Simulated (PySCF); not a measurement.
How methods differ on the excitation energy of S

S [Ne] 3s2 3p4 (3P) → S [Ne] 3s1 3p5 (3P), as a difference of total energies. All numbers are calculated (PySCF 2.14, the spin-free X2C one-electron Hamiltonian (Gaussian nucleus), in aug-cc-pVTZ-DK). Correlated levels: valence: [Ne] frozen. The calculations carry no spin-orbit coupling.

Order these methods by the excitation energy they give, lowest first.
A. BHandHLYP
B. MP2 (valence)
C. LC-wPBE
D. SCS-MP2 (valence)

D (10.431 eV), B (10.549 eV), C (10.738 eV), A (10.917 eV).

Errors of the correlated levels include the incompleteness of this basis and the frozen core.

The upper state lies above the first ionisation limit, where it may autoionise and the basis confines it.

Every method misses the reference by a wide margin, which points to the basis or the choice of state and not to the methods.

For comparison: 8.928 eV (measured; NIST levels, between the centres of gravity of the two terms).
